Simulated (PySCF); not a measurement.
An unknown is described by computed data only.

Formula: C4H8NPSi2.

- 13C NMR: chemical shifts (computed TMS as zero) by class: 167.6 (2 C), 162.9 (2 C) ppm [GIAO PBE0/pcSseg-1]
- Rotational structure: rotational constants A, B, C: 1.441, 0.944, 0.578 GHz [GFN2-xTB]
- Dipole: 0.90 D [B3LYP/def2-SVPD]
- UV, strongest line: among the 8 lowest singlet transitions: S6 at 5.24 eV (237 nm, f = 0.044) [TDDFT B3LYP/def2-SVPD]
- 1H NMR: chemical shifts (computed TMS as zero) by class: 9.35 (2 H), 4.60 (6 H) ppm [GIAO PBE0/pcSseg-1]
- UV, first state: lowest singlet excitation: 3.30 eV (376 nm, f = 0.006) [TDDFT B3LYP/def2-SVPD]

The electronic properties come from PySCF, for the isolated species, density fitting. Levels stand in brackets. Geometry: GFN2-xTB; no solvent, vibrations or thermal averaging. GFN2-xTB frequencies show an imaginary mode (22i cm⁻¹), so this geometry is no minimum at that level. NMR classes are plain means over equivalent atoms (diastereotopic ones count apart unless rotation or inversion swaps them), as if these changed places fast.

**Question.** Propose a structure and show how it fits.

**Answer.** Numbering: `[SiH3:1][c:2]1[cH:3][p:4][cH:5][c:6]([SiH3:7])[n:8]1`. 4 carbons fall into 2 classes; from least to most shielded: substituted aromatic carbon [C2/C6] (167.6 ppm, 2 C), aromatic CH carbon [C3/C5] (162.9 ppm, 2 C). Hydrogen classes from least to most shielded: 2 H on 2 aromatic CH carbons, C3/C5 (9.35 ppm), 6 H on 2 SiH3 silicons, Si1/Si7 (4.60 ppm). S1 is mainly HOMO→LUMO (weight 0.99); the largest Löwdin shares of the orbital it empties are 0.41 on the pyridine-type nitrogen, 0.12 on the phosphorus bonded to 2 C and 0.11 on each of 2 atoms of one kind (substituted aromatic carbon), of the orbital it fills 0.36 on the phosphorus bonded to 2 C, 0.17 on the pyridine-type nitrogen and 0.14 on each of 2 atoms of one kind (aromatic CH carbon). The optimised geometry has point group C2v and is an asymmetric top. Structure: `[SiH3]C1=CP=CC([SiH3])=N1`. The assignments are read from this structure; whether some other isomer fits the data as well wasn't checked.
